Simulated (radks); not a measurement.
Re4+, 71 electrons, occupied as [Xe] 4f14 5d3. Calculated with a radial shooting solver on a logarithmic mesh with Libxc functionals: scalar-relativistic Kohn-Sham, PBEsol, spin-polarised, spherical densities, finite nucleus; open shells are filled with parallel spins first (spin-orbit coupling, left out, can overturn this in heavy ions); Fermi nuclear charge, rms radius 5.3698 fm.

Normalised radial functions P(r) = r R(r), r in bohr:

r,5p up,5d down
0.0009004,0.0016,0.0000
0.001211,0.0026,0.0000
0.001628,0.0042,0.0000
0.002188,0.0069,0.0001
0.002942,0.0112,0.0001
0.003956,0.0182,0.0003
0.005276,0.0289,0.0005
0.007093,0.0459,0.0012
0.009537,0.0715,0.0026
0.01282,0.1079,0.0057
0.01724,0.1558,0.0120
0.02318,0.2103,0.0245
0.03116,0.2566,0.0477
0.04189,0.2647,0.0875
0.05632,0.1943,0.1471
0.07573,0.0194,0.2190
0.1018,-0.2195,0.2727
0.1369,-0.3766,0.2505
0.1826,-0.2692,0.1036
0.2455,0.1341,-0.1581
0.33,0.5221,-0.3843
0.4437,0.4459,-0.3691
0.5965,-0.1580,-0.0434
0.802,-0.8305,0.4340
1.078,-1.0743,0.7984
1.45,-0.8239,0.8717
1.949,-0.4024,0.6723
2.621,-0.1182,0.3678
3.523,-0.0185,0.1302
4.737,-0.0013,0.0263
6.369,0.0000,0.0025

5p up: eigenvalue -91.616 eV, 3 radial nodes at r = 0.0777, 0.225, 0.559 bohr, <r> = 1.19 bohr, 90 % of the charge inside 1.72 bohr. 5d down (empty): eigenvalue -44.298 eV, 2 radial nodes at r = 0.207, 0.614 bohr, <r> = 1.59 bohr, 90 % of the charge inside 2.39 bohr.
